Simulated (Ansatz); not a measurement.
CH$_{4}$F$_{2}$MoO$_{3}$, SMILES `C[O][Mo](=[O])([OH])([F])[F]`, relaxed with RKS PBE0-D4/def2-TZVP in the Gaussian-basis code of Ansatz from a PBE-D4/def2-SVP geometry. The force threshold is 0.005 eV/Å; the program also tests the step.

Total charge 0; spin multiplicity 1. Mo takes the def2 core potential.

Start:

```xyz
11

C     0.188    1.421   -1.191
O    -0.014    1.012    0.136
Mo   -0.333   -0.566    1.062
O     0.360   -0.249    2.559
O     0.967   -1.271   -0.159
F    -0.762   -2.392    1.241
F    -2.181   -0.276    1.127
H    -0.780    1.489   -1.734
H     0.836    0.668   -1.698
H     0.685    2.413   -1.201
H     1.034   -2.248   -0.145
```

Problem. How much energy does the relaxation release, and in how many steps? (Best estimate.)

Solution. Computed: 7.72 kJ/mol, in 9 steps.

Problem. Which bonds change most? (Estimate.)

Solution. Computed: O2–Mo3 from 1.857 to 1.828 Å; Mo3–O4 from 1.680 to 1.654 Å; Mo3–O5 from 1.918 to 1.898 Å; C1–H9 from 1.114 to 1.095 Å.

Problem. Give the relaxed structure. (An estimate is asked.)

Solution. Ansatz gave: 
```xyz
11

C     0.177    1.404   -1.179
O     0.036    1.002    0.154
Mo   -0.307   -0.552    1.053
O     0.340   -0.252    2.545
O     0.990   -1.277   -0.128
F    -0.782   -2.355    1.206
F    -2.134   -0.243    1.054
H    -0.804    1.458   -1.662
H     0.801    0.670   -1.701
H     0.653    2.385   -1.203
H     1.029   -2.239   -0.138
```
